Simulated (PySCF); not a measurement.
## Chromium: a sound run and one with changed settings

Sound run: Cr²⁺ [Ar] 3d4, Cr³⁺ [Ar] 3d3. Calculation: PySCF 2.14, in x2c-SVPall (5s3p3d1f, 36 functions); scalar relativity by spin-free X2C-1e. In the sound run the correlated levels freeze [Ar]. The sound run starts from symmetry-adapted Hartree-Fock orbitals and uses a fine grid where one is needed.

Changed run: no relativity, point nucleus. This setting is unsound on purpose.

| species | method | sound run (hartree) | changed run (hartree) | converged |
| --- | --- | --- | --- | --- |
| Cr²⁺ | UHF | -1048.70654 | -1040.79862 | yes |
| Cr²⁺ | PBE | -1049.47575 | -1041.56897 | yes |
| Cr²⁺ | r2SCAN | -1049.69457 | -1041.78744 | yes |
| Cr²⁺ | MP2 | -1048.72788 | -1040.81993 | yes |
| Cr³⁺ | UHF | -1047.59774 | -1039.68805 | yes |
| Cr³⁺ | PBE | -1048.29643 | -1040.38773 | yes |
| Cr³⁺ | r2SCAN | -1048.53318 | -1040.62420 | yes |
| Cr³⁺ | MP2 | -1047.60483 | -1039.69514 | yes |

Ionisation energy of Cr²⁺:

```json
{"method": "UHF", "sound run (eV)": "30.172", "changed run (eV)": "30.220"}
{"method": "PBE", "sound run (eV)": "32.091", "changed run (eV)": "32.143"}
{"method": "r2SCAN", "sound run (eV)": "31.603", "changed run (eV)": "31.653"}
{"method": "MP2", "sound run (eV)": "30.560", "changed run (eV)": "30.607"}
{"method": "SCS-MP2", "sound run (eV)": "30.301", "changed run (eV)": "30.349"}
```

Most of the change in total energy is the relativistic energy itself. On top of that the contraction fixes the core shape for the Hamiltonian it was made with, so the changed run is not a good calculation with the other Hamiltonian either.

For comparison, NIST gives 30.959 ± 0.025 eV between the lowest levels.
